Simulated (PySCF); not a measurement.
Ligand exchange on a metal centre used in film growth or etching (Zn F-OH). Gas-phase values, no solvent. One relaxed conformer stands for each flexible species; it need not be the lowest.

The HOMO from two functionals at the same geometries (TPSS-D3(BJ)/def2-SVP), both in PySCF: PBE-D3(BJ)/def2-TZVP and B3LYP-D3(BJ)/def2-TZVP. B3LYP has the VWN-RPA correlation part, as in Gaussian. 

```json
[
 {"species": "0 of 2 F replaced by OH ([Zn(F)2])", "PBE-D3(BJ)/def2-TZVP (eV)": "-8.58", "B3LYP-D3(BJ)/def2-TZVP (eV)": "-10.29"},
 {"species": "1 of 2 F replaced by OH ([Zn(F)(OH)])", "PBE-D3(BJ)/def2-TZVP (eV)": "-7.12", "B3LYP-D3(BJ)/def2-TZVP (eV)": "-8.55"},
 {"species": "2 of 2 F replaced by OH ([Zn(OH)2])", "PBE-D3(BJ)/def2-TZVP (eV)": "-6.46", "B3LYP-D3(BJ)/def2-TZVP (eV)": "-7.88"}
]
```

Over these rows, drawn at random from the members with no instability flagged (it was tested for open shells, ions and some series alone), PBE minus B3LYP-D3(BJ): mean +1.52 eV, from +1.43 eV to +1.71 eV.
